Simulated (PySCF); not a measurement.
C₄H₉NSi, SMILES C=C=C[Si@H](N)C.

The structure is a stationary point at r2SCAN-D4/def2-SVP. The structure was generated by enumeration; whether it is a known compound was not checked. The values are those of a single conformer.

Method: r2SCAN-D4/def2-SVP (PySCF).

Frequencies are harmonic and unscaled.

Computed normal modes with their intensities:
```csv
mode,ν (cm⁻¹),IR (km/mol),moving atoms (share of kinetic energy)
1,37,0.2,"C 53 %, H 28 %, N 14 %"
2,116,0.6,"C 53 %, H 30 %, Si 13 %"
3,157,2.8,"H 87 %, C 9 %"
4,170,3.5,"H 55 %, C 24 %, N 12 %, Si 8 %"
5,187,2.3,"H 54 %, C 30 %, N 9 %"
6,269,28.0,"H 68 %, N 22 %, C 8 %"
7,283,1.3,"Si 35 %, H 28 %, C 22 %, N 15 %"
8,354,11.8,"H 52 %, C 46 %"
9,427,179.7,"H 78 %, N 18 %"
10,466,14.2,"C 75 %, Si 11 %, H 11 %"
11,483,16.7,"H 52 %, C 44 %"
12,629,10.5,"H 63 %, C 33 %"
13,699,38.7,"H 49 %, C 28 %, Si 20 %"
14,717,14.4,"H 59 %, C 27 %, Si 10 %"
15,769,33.1,"H 42 %, C 31 %, Si 16 %, N 11 %"
16,794,58.9,"H 74 %, C 26 %"
17,819,2.6,"H 51 %, N 26 %, C 12 %, Si 11 %"
18,840,30.1,"H 69 %, N 12 %, C 10 %, Si 9 %"
19,876,43.0,"H 88 %, C 11 %"
20,901,291.6,"H 58 %, Si 24 %, N 11 %"
21,915,170.9,"H 72 %, Si 17 %"
22,978,0.4,"H 60 %, C 40 %"
23,1064,4.2,"H 69 %, C 31 %"
24,1241,44.6,"C 51 %, H 47 %"
25,1253,30.4,"H 77 %, C 22 %"
26,1423,2.2,"H 64 %, C 35 %"
27,1429,2.4,H 96 %
28,1429,4.8,H 95 %
29,1546,46.0,"H 90 %, N 10 %"
30,2040,230.5,C 98 %
31,2165,159.1,H 97 %
32,3033,4.7,H 97 %
33,3108,0.9,"H 92 %, C 8 %"
34,3130,0.0,H 95 %
35,3134,5.9,"H 91 %, C 9 %"
36,3147,4.1,"H 91 %, C 9 %"
37,3221,0.1,"H 89 %, C 11 %"
38,3561,19.5,H 96 %
39,3657,19.6,"H 91 %, N 9 %"
```
